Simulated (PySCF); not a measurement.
# Excitation energy of Au⁺ by level of theory

Au⁺ [Xe] 4f14 5d10 (1S) → Au⁺ [Xe] 4f14 5d9 6s1 (3D), as a difference of total energies. All numbers are calculated (PySCF 2.14, scalar relativity by spin-free X2C-1e, in ANO-RCC-VDZP (7s6p4d2f, 59 functions)). Correlated levels: valence: [Xe] 4f14 frozen; valence and next inner shell: [Kr] 4d10 4f14 frozen. The calculations carry no spin-orbit coupling.

```csv
method,excitation energy (cm⁻¹)
UHF,18238
LDA,19156
PBE,18431
PBE0,19482
r2SCAN,16993
M06,21142
B2PLYP,20354
SCS-MP2 (valence),22969
MP2 (valence and next inner shell),21584
SCS-MP2 (valence and next inner shell),21467
```

Question: Estimate what MP2 (valence) gives.

Answer: 22909 cm⁻¹, closest to SCS-MP2 (valence) among the rows shown.

Question: Estimate what HSE06 gives.

Answer: 19179 cm⁻¹, closest to LDA among the rows shown.

A first-order spin-orbit estimate (lowest level to lowest level, LS coupling) adds -0.680 eV.

The basis was made for the ground configuration and has no added diffuse functions, so the excitation energy can come out too high.
